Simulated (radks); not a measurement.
Q: These are the eigenvalues of the occupied orbitals of an atom or ion with whole-number occupations (Ry). Method: Dirac Kohn-Sham, BLYP, spin-unpolarised, spherical densities, finite nucleus; Fermi nuclear charge, rms radius of each element as measured or else 0.836 A^(1/3) + 0.57 fm; computed with a radial shooting solver on a logarithmic mesh with Libxc functionals.

orbital  eigenvalue
1s1/2     -112.7029
2s1/2      -9.44965
2p1/2      -6.65551
2p3/2      -6.62273
3s1/2      -1.75242

Which element is it, and in what charge state? The configuration may be excited. Open shells, if any, fill j = l - 1/2 first.

A: Z = 13, aluminium, charge +2: Al2+ in [Ne] 3s1. The list shows which subshells hold electrons but not how many an open one holds; the 1s level, -56.351 hartree, gives Z - s = 10.6 by -(Z - s)^2/2, which with screening and relativity narrows Z to a few neighbours, and the depths of the outer levels then fix element, charge and occupations together.
